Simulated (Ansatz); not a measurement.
Isolated molecules relaxed with PBE0-D4/def2-TZVP in Ansatz; ΔE leaves out vibrations. CCSD(T)/CBS is the MP2 limit (def2-TZVPP, def2-QZVPP) plus CCSD(T) − MP2 in def2-TZVPP, frozen cores. This one scheme is used for every species. Functionals use def2-TZVPP. For Ga outer-core shells are correlated without core-valence functions, which leaves a few kJ/mol of doubt a bond. Scalar relativity is left out up to krypton. Each species was taken in one conformer, which may not be the lowest.

Consider the formal exchange of groups at a Ga–C bond: `C[CH2][GaH][NH2]` + `C=N` → `N=[CH][GaH][NH2]` + ethane.

```csv
species,RPA@PBE/def2-TZVPP energy (Eh)
`C[CH2][GaH][NH2]`,-2059.42410
`C=N`,-94.65819
`N=[CH][GaH][NH2]`,-2074.19298
`CC`,-79.89114
```

Question: Work out ΔE.

Answer: ΔE = (-2074.19298) + (-79.89114) − (-2059.42410) − (-94.65819) = -0.00183 Eh = -1.1 kcal/mol. CCSD(T)/CBS gives -0.4 kcal/mol.

Question: What do rigid-rotor, harmonic-oscillator terms from PBE0-D4/def2-TZVP frequencies (298.15 K, 1 bar) make of the CCSD(T)/CBS value? (An estimate is asked.)

Answer: Computed: ΔZPE = +0.4 kcal/mol, ΔH = -0.2 kcal/mol, ΔS = -14 J/(mol·K), ΔG = +0.8 kcal/mol.

Largest T1 diagnostic among the species: 0.014.

From BLYP to BHLYP (50 % exact exchange), in def2-TZVPP and without D4, ΔE moves by +0.8 kcal/mol. In def2-TZVPP, CCSD(T) changes the Hartree–Fock value by +1.1 kcal/mol (the triples alone add −0.0 kcal/mol) and MP2 by +1.5 kcal/mol.
